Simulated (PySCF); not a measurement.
**Two-component Hartree-Fock for Tc (technetium, neutral)**

Start: [Kr] 4d5 5s1 5p1; 4d5/2 filled at m_j = -3/2, -1/2, +1/2, +3/2, +5/2; 5s1/2 filled at m_j = +1/2; 5p3/2 filled at m_j = +3/2. Calculated with PySCF 2.14 in x2c-TZVPall-2c (8s9p7d1f, 77 functions): generalised Hartree-Fock with the X2C-1e Hamiltonian and a Gaussian nucleus; one run each with spin-orbit coupling (SO) switched off, then screened by Boettger's factors. This is a chosen level, not necessarily the ground level.

| spinor shell | electrons | ε, spin-free (eV) | ε, screened SO (eV) | weight of nominal j (screened SO) | rms radius, screened SO (bohr) |
| --- | --- | --- | --- | --- | --- |
| 1s1/2 | 2 | -21160.9 | -21159.8 | 1.000 | 0.0394 |
| 2s1/2 | 2 | -3097.6 | -3097.3 | 1.000 | 0.162 |
| 2p1/2 | 2 | -2765.8 | -2847.5 | 1.000 | 0.141 |
| 2p3/2 | 4 | -2765.8 | -2727.6 | 1.000 | 0.145 |
| 3s1/2 | 2 | -573.83 | -573.79 | 1.000 | 0.442 |
| 3p1/2 | 2 | -461.95 | -476.19 | 1.000 | 0.439 |
| 3p3/2 | 4 | -461.95 | -455.32 | 1.000 | 0.450 |
| 3d3/2 | 4 | -280.99 | -283.53 | 0.964 | 0.433 |
| 3d5/2 | 6 | -280.99 | -279.29 | 0.976 | 0.437 |
| 4s1/2 | 2 | -90.817 | -90.845 | 1.000 | 1.13 |
| 4p1/2 | 2 | -57.240 | -62.903 | 0.655 | 1.26 |
| 4p3/2 | 4 | -57.240 | -54.538 | 0.827 | 1.26 |
| 4d5/2 | 5 | -15.200 | -15.241 | 0.578 | 1.82 |
| 5s1/2 | 1 | -9.523 | -9.536 | 0.999 | 3.51 |
| 5p3/2 | 1 | -4.866 | -4.810 | 1.000 | 4.78 |

```tsv
quantity	spin-free	screened SO
E (hartree)	-4282.74287	-4283.29494
M_J	9/2	9/2
⟨J²⟩	24.760	24.760
⟨L²⟩	2.008	2.032
⟨S²⟩	15.752	15.736
```

Each row is a mean over spinors that exchange with the open shell spreads, by up to 9.765 eV (4p3/2).

Rows whose weight is well below 1 are mixtures of j = l ± 1/2: exchange outweighs spin-orbit coupling there, and the label is only the starting occupation.

Breit and QED terms are absent; they matter most for the inner s and p1/2 levels.

Densities and radii are taken from the X2C orbitals without a picture-change correction, which distorts them close to the nucleus.

Without spin-orbit coupling the j labels of p, d and f shells carry no meaning; the spin-free column gives the mean over the occupied spinors of each nl shell.
